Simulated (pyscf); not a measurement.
Structures and frequencies: ωB97X-D3(BJ)/def2-SVP in PySCF.

### Question
For the elementary gas-phase step H₃Si–AsH–AsH₂ (SMILES [SiH3][AsH][AsH2]) -> H₂Si=AsH (SMILES [SiH2]=[AsH]) + AsH₃ (SMILES [AsH3]) (singlet surface; As–As, H–Si broken, As–H formed), what barrier and reaction energy does r²SCAN/def2-TZVP give, measured from the reactant's lowest minimum found?

### Answer
ΔE‡ = 225.2 kJ/mol, ΔE = +159.1 kJ/mol. ωB97M-D3(BJ)/def2-TZVP gives 254.5 kJ/mol and +160.7 kJ/mol. Zero-point energy shifts the barrier by -12.0 kJ/mol. It is an elimination, with an imaginary mode of 1232i cm⁻¹. The same reactants have a lower exit, to H₃Si–AsH• + AsH₂• (no saddle counted: cutting one bond costs +209.7 kJ/mol at ωB97M-D3(BJ)/def2-TZVP, against +254.5 kJ/mol here). One saddle was located; it need not be the lowest between these sides. Elements up to Kr have no core potential and no relativistic terms here.
